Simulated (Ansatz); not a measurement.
`C=CB(F)CC`, relaxed with RKS PBE0-D4/def2-TZVP in the Gaussian-basis code of Ansatz from a PBE-D4/def2-SVP geometry. The force threshold is 0.005 eV/Å; the program also tests the step.

Charge 0, multiplicity 1.

Start:

```xyz
14

C    -1.039   -2.134   -1.224
C    -0.251   -1.330   -0.474
B    -0.784   -0.027    0.209
F    -2.089    0.275    0.031
C     0.113    0.942    1.071
C     1.264    1.567    0.256
H    -2.104   -1.893   -1.383
H    -0.669   -3.057   -1.703
H     0.808   -1.620   -0.341
H    -0.505    1.734    1.542
H     0.550    0.343    1.904
H     1.902    0.792   -0.218
H     0.879    2.214   -0.560
H     1.924    2.195    0.888
```

```
         step  energy (eV)  largest force (eV/Å)  largest move (Å)
            1   -7667.2514                 0.596             0.000
            2   -7667.3060                 0.155             0.034
 3 (rejected)   -7667.3028                 0.360             0.044
            4   -7667.3106                 0.056             0.022
 5 (rejected)   -7667.3106                 0.074             0.014
            6   -7667.3110                 0.013             0.007
            7   -7667.3111                 0.007             0.006
            8   -7667.3113                 0.018             0.020
            9   -7667.3117                 0.096             0.086
10 (rejected)   -7667.3116                 0.112             0.030
           11   -7667.3125                 0.058             0.015
           13   -7667.3147                 0.196             0.123
           15   -7667.3187                 0.026             0.074
17 (rejected)   -7667.3069                 0.372             0.099
           19   -7667.3230                 0.069             0.098
           21   -7667.3255                 0.176             0.072
           23   -7667.3312                 0.168             0.110
           25   -7667.3361                 0.064             0.066
           27   -7667.3388                 0.143             0.038
           29   -7667.3402                 0.120             0.022
           31   -7667.3408                 0.031             0.039
           33   -7667.3409                 0.005             0.006
           35   -7667.3409                 0.005             0.005
```

End:

```xyz
14

C    -1.048   -2.066   -1.255
C    -0.291   -1.068   -0.794
B    -0.783   -0.121    0.334
F    -2.009   -0.346    0.827
C     0.015    1.074    0.954
C     1.409    1.340    0.402
H    -2.040   -2.246   -0.850
H    -0.717   -2.736   -2.043
H     0.695   -0.928   -1.230
H    -0.617    1.968    0.855
H     0.056    0.903    2.039
H     2.064    0.476    0.536
H     1.380    1.561   -0.668
H     1.886    2.190    0.896
```

Run time 2.5 min (4 threads of an Arm Neoverse V1 on a shared host); peak host memory 0.66 GiB.
